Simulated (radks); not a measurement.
Results of a calculation; reference values are marked as such.
Initial-state core-level shifts of neutral promethium when its valence configuration changes from [Xe] 4f5 6s2. Code: a radial shooting solver on a logarithmic mesh with Libxc functionals. Model: Dirac Kohn-Sham, PBEsol, spin-unpolarised, spherical densities, point nucleus; open shells fill j = l - 1/2 first. Shifts are changes of the shell-averaged eigenvalues in eV (positive: less bound).

| valence | 1s | 2p | 3p | 5s |
|---|---|---|---|---|
| 4f5 6p2 | -2.139 | -2.116 | -2.082 | -2.215 |
| 4f4 5d1 6s2 | -6.012 | -6.481 | -7.448 | -3.289 |
| 4f3 6s2 6p2 | -19.894 | -21.209 | -23.351 | -13.135 |
| 4f5 6s1.5 6p0.5 | -0.564 | -0.558 | -0.549 | -0.585 |
| 4f4 6s2 6p1 | -9.073 | -9.634 | -10.548 | -6.362 |
| 4f3 5d2 6s2 | -13.108 | -14.181 | -16.425 | -6.634 |
| 4f3.5 6s2 6p1.5 | -14.309 | -15.226 | -16.721 | -9.722 |
